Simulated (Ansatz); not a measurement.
Cartesian coordinates in Å:
```
N 0.313 0.346 1.106
Y -0.210 -0.161 -0.881
F 0.067 1.274 -2.234
Cl -1.094 -2.434 -1.344
H 0.241 -0.254 1.920
H 0.684 1.230 1.433
```

The species carries charge 0 and has multiplicity 1. Y: def2 effective core potential.

Task: List the ωB97M-V/def2-TZVPP orbital energies in eV (Ansatz 0.2.0). (Estimate.)

Result: Computed: Occupied: -2770.81, -676.05, -393.70, -261.21, -198.61, -198.60, -198.59, -54.84, -35.16, -33.07, -33.01, -31.48, -25.25, -24.09, -15.46, -13.78, -13.59, -13.56, -12.49, -11.47, -11.06, -10.94, -9.80. Lowest empty: -0.71, 0.61, 1.05, 1.26, 1.61, 1.70, 2.01, 2.71.
